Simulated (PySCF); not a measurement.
# Radial density of Cu(2+) (copper, charge +2)

TPSS, [Ar] 3d9, 2D determinant. Calculation: PySCF 2.14, in def2-SVP (5s3p2d1f, 31 functions); no relativity, point nucleus.

```
r (bohr)  4πr²ρ (e/bohr)  4πr²(ρα − ρβ)
0.000974          0.1839         0.0000
 0.00164          0.5080         0.0000
 0.00276           1.356         0.0000
 0.00464           3.423         0.0000
 0.00780           8.088         0.0000
  0.0131           16.81         0.0000
  0.0221           28.58         0.0001
  0.0371           35.01         0.0002
  0.0624           29.56         0.0011
   0.105           30.88         0.0138
   0.177           39.79         0.1137
   0.297           21.94         0.4843
   0.500           20.63         1.0407
   0.840           17.14         0.9171
    1.41           3.941         0.2941
    2.38          0.3835         0.0278
    4.00        0.002473         0.0002
```
